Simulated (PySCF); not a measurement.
WSCl3, SMILES [S]=[W+]([Cl])([Cl])[Cl], charge +1, multiplicity 1. Atoms are numbered in the order given.

```xyz
5

W      0.0000     0.0000     0.0047
S      0.0000     0.0000    -2.0865
Cl     1.8362     1.0601     0.6478
Cl    -1.8362     1.0601     0.6478
Cl     0.0000    -2.1202     0.6478
```
Charge +1, spin multiplicity 1.

Geometry: B3LYP-D3(BJ)/def2-SVP. The spin state was assumed, not searched. The isomer is the one that the SMILES or the coordinates give; other isomers of the formula were not compared. The def2 effective core potentials stand for the cores of W; spin–orbit coupling is left out.

The numbers are results of HF/def2-TZVP (PySCF), not measurements.

ESP charges are fitted to the potential on shells at 1.4 to 2.0 van der Waals radii. Atomic charges (e):

| atom | ESP fit | Mulliken |
|---|---|---|
| W1 | [?] | 1.46 |
| S2 | [?] | 0.01 |
| Cl3 | [?] | -0.16 |
| Cl4 | [?] | -0.16 |
| Cl5 | [?] | -0.16 |

Complete the blanks. (The exact figures need the calculation; the answer reports its results.)


- W1, ESP fit: 0.17
- S2, ESP fit: 0.24
- Cl3, ESP fit: 0.20
- Cl4, ESP fit: 0.20
- Cl5, ESP fit: 0.20
